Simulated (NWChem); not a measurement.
# A calculation on CHF

```xyz
3

C      0.5606    -0.4527     0.0000
F     -0.5266     0.2642     0.0000
H      1.3753     0.3381     0.0000
```
Charge 0, spin multiplicity 1.

All runs are NWChem calculations. Structure: optimised with B3LYP/def2-SVP, a minimum by its harmonic frequencies.

Symmetry labels belong to the abelian group Cs used in the runs, with the axes of the coordinates shown.

The structure started from a generated list of species.

### Question
List the lowest 6 singlet excitations that TDA-PBE0/aug-cc-pVDZ gives, with oscillator strengths.

### Answer
```csv
state,symmetry,energy (eV),wavelength (nm),f
1,a",2.41,514,0.010
2,a',6.18,201,0.074
3,a',6.99,177,0.020
4,a",7.82,159,0.017
5,a',8.10,153,0.051
6,a",8.48,146,0.028
```
